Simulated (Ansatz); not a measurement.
Reaction (formal exchange of groups at a Ga–C bond): `F/C=[C](/F)[GaH2]` + `N#C[SiH3]` → `N#C[SiH2][GaH2]` + `F/C=C/F`

Computed with Ansatz on PBE0-D4/def2-TZVP structures; ΔE is electronic, products minus reactants. CBS: MP2 limit from def2 TZ/QZ plus the TZ coupled-cluster correction, frozen cores. This one scheme is used for every species. Double bonds are as drawn, so ΔE can hold a change between cis and trans. DFT in def2-TZVPP. B3LYP here is the variant with VWN-RPA as its local correlation; programs differ in this. HSE06 is defined as in plane-wave codes. For Ga outer-core shells are correlated without core-valence functions, which leaves a few kJ/mol of doubt a bond. Scalar relativity is left out up to krypton.

```tsv
level	ΔE (kJ/mol)	difference from CCSD(T)/CBS
LDA (SPW92)	-18.7	-8.4
revPBE-D4	-19.7	-9.4
BLYP-D4	-12.3	-2.0
r2SCAN-D4	-14.1	-3.8
B97M-V	-16.7	-6.4
PBE0-D4	-22.5	-12.2
B3LYP-D4	-14.1	-3.8
r2SCANh-D4	-15.2	-4.9
r2SCAN0-D4	-16.7	-6.4
HSE06-D4	-22.7	-12.4
BHLYP-D4	-14.2	-3.9
ωB97X-V	-11.3	-1.0
B2PLYP	-10.1	0.2
PBE-QIDH	-15.5	-5.2
PBE	-21.8	-11.5
revPBE	-22.9	-12.6
BLYP	-13.5	-3.2
r2SCAN	-14.1	-3.8
PBE0	-22.5	-12.2
B3LYP	-14.5	-4.2
r2SCANh	-15.2	-4.9
r2SCAN0	-16.5	-6.2
HSE06	-22.5	-12.2
BHLYP	-13.2	-2.9
CAM-B3LYP	-10.4	-0.1
LC-ωPBE	-16.1	-5.8
RPA@PBE/def2-TZVPP	-6.6	3.7
HF/def2-SVP	-8.8	1.5
MP2/def2-SVP	-0.6	9.7
CCSD/def2-SVP	-7.1	3.2
CCSD(T)/def2-SVP	-5.5	4.8
HF/def2-TZVPP	-10.7	-0.4
SCS-MP2/def2-TZVPP	-4.6	5.7
CCSD/def2-TZVPP	-11.6	-1.3
CCSD(T)/def2-TZVPP	-10.3	0.0
HF/def2-QZVPP	-10.6	-0.3
MP2/def2-QZVPP	-5.0	5.3
SCS-MP2/def2-QZVPP	-4.7	5.6
HF/CBS(def2)	-10.6	-0.3
MP2/CBS(def2)	-5.1	5.2
CCSD(T)/CBS	-10.3	0
```

Largest T1 diagnostic among the species: 0.014.

At CCSD(T), def2-SVP lies +4.8 kJ/mol from the extrapolated value and def2-TZVPP +0.0 kJ/mol. Leaving LDA and LC-ωPBE aside and taking each functional with its dispersion term where it has one, the values, not all of them listed here, spread over 12.7 kJ/mol, from HSE06-D4 to ωB97M-V. LDA lies +3.0 kJ/mol from PBE without D4.
